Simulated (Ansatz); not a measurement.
Saddle point of BSiH7O3, singlet (BH₃O₂ ([OH][BH][OH]) + SiH₄O ([OH][SiH3]) → BSiH₅O₃ ([OH][B]([OH])[O][SiH3]) + H₂; bonds formed: B1–O6, H2–H5; bonds broken: B1–H2, H5–O6), PBE0-D4/def2-TZVP structure:

```json
{"atom": "B1", "x (Å)": "1.0315", "y (Å)": "0.1815", "z (Å)": "-0.0664"}
{"atom": "H2", "x (Å)": "1.1581", "y (Å)": "0.7752", "z (Å)": "-1.3231"}
{"atom": "O3", "x (Å)": "1.8594", "y (Å)": "0.7714", "z (Å)": "0.8702"}
{"atom": "O4", "x (Å)": "1.0663", "y (Å)": "-1.1996", "z (Å)": "-0.1857"}
{"atom": "H5", "x (Å)": "0.1368", "y (Å)": "0.9103", "z (Å)": "-1.0198"}
{"atom": "O6", "x (Å)": "-0.4864", "y (Å)": "0.6916", "z (Å)": "-0.0371"}
{"atom": "Si7", "x (Å)": "-1.7848", "y (Å)": "-0.3638", "z (Å)": "0.0903"}
{"atom": "H8", "x (Å)": "1.7458", "y (Å)": "1.7185", "z (Å)": "0.9536"}
{"atom": "H9", "x (Å)": "1.7823", "y (Å)": "-1.5758", "z (Å)": "0.3302"}
{"atom": "H10", "x (Å)": "-1.8354", "y (Å)": "-1.2721", "z (Å)": "-1.0787"}
{"atom": "H11", "x (Å)": "-1.6749", "y (Å)": "-1.1246", "z (Å)": "1.3540"}
{"atom": "H12", "x (Å)": "-2.9988", "y (Å)": "0.4876", "z (Å)": "0.1123"}
```

Energies are electronic, without zero-point energy. Barriers and step energies count from the start structure reached by relaxing down the imaginary mode; all methods use the PBE0-D4 structures, on which another method's saddle can fall below an end. Ansatz 0.2.0; basis: def2-TZVPP, with def2-QZVPP for the basis limit; cores frozen in the correlated methods. B3LYP uses VWN-RPA correlation. Extrapolation: Hartree–Fock as exp(−7.88 √X), correlation as X^−2.97.

```json
{"method": "SPW92", "barrier (eV)": "0.743", "step energy (eV)": "-0.989"}
{"method": "PBE-D4", "barrier (eV)": "?", "step energy (eV)": "-0.950"}
{"method": "BLYP-D4", "barrier (eV)": "1.385", "step energy (eV)": "-0.993"}
{"method": "r2SCAN-D4", "barrier (eV)": "1.236", "step energy (eV)": "-1.046"}
{"method": "B97M-V", "barrier (eV)": "1.385", "step energy (eV)": "-1.046"}
{"method": "PBE0-D4", "barrier (eV)": "1.280", "step energy (eV)": "-0.986"}
{"method": "B3LYP-D4", "barrier (eV)": "?", "step energy (eV)": "-1.015"}
{"method": "r2SCAN0-D4", "barrier (eV)": "1.318", "step energy (eV)": "-1.056"}
{"method": "BHLYP-D4", "barrier (eV)": "1.598", "step energy (eV)": "-1.050"}
{"method": "CAM-B3LYP-D4", "barrier (eV)": "1.442", "step energy (eV)": "-1.023"}
{"method": "wB97X-V", "barrier (eV)": "?", "step energy (eV)": "-0.995"}
{"method": "wB97M-V", "barrier (eV)": "1.405", "step energy (eV)": "-1.006"}
{"method": "B2PLYP", "barrier (eV)": "1.480", "step energy (eV)": "-1.014"}
{"method": "PBE-QIDH", "barrier (eV)": "1.354", "step energy (eV)": "-1.027"}
{"method": "RPA on PBE", "barrier (eV)": "1.477", "step energy (eV)": "-0.991"}
{"method": "HF", "barrier (eV)": "2.092", "step energy (eV)": "-1.074"}
{"method": "MP2", "barrier (eV)": "1.381", "step energy (eV)": "-1.044"}
{"method": "CCSD", "barrier (eV)": "1.551", "step energy (eV)": "-1.017"}
{"method": "CCSD(T)", "barrier (eV)": "1.450", "step energy (eV)": "-1.020"}
```

Q: Fill in the withheld barriers. (An estimate is asked for; the value comes from the calculation.)

A: Computed: B3LYP-D4 1.454; wB97X-V 1.430; PBE-D4 1.166 eV. Each is the energy of the saddle less that of the start structure, by the same method.

For comparison, the barrier by CCSD(T) at an estimated basis limit (MP2 extrapolated from triple and quadruple zeta, plus CCSD(T) − MP2 in triple zeta) is 1.466 eV.

The T1 diagnostic stays at or below 0.013.

The step is the kind of ligand exchange by which a precursor binds to a hydroxyl group, or is hydrolysed, in atomic layer deposition of oxides.

Labels in which every atom is bracketed show which atoms are joined, not bond orders.

For scale, one of the runs: CCSD(T)/def2-TZVPP, 264 basis functions, launched by `ansatz run in.yaml --threads 8 --pin off --events-out ev --progress --plain --max-ram 19148MiB`. Hardware: 8 CPU threads of an Intel Xeon 6975P-C, shared host. Wall time 29 s; peak host memory 7.3 GiB.
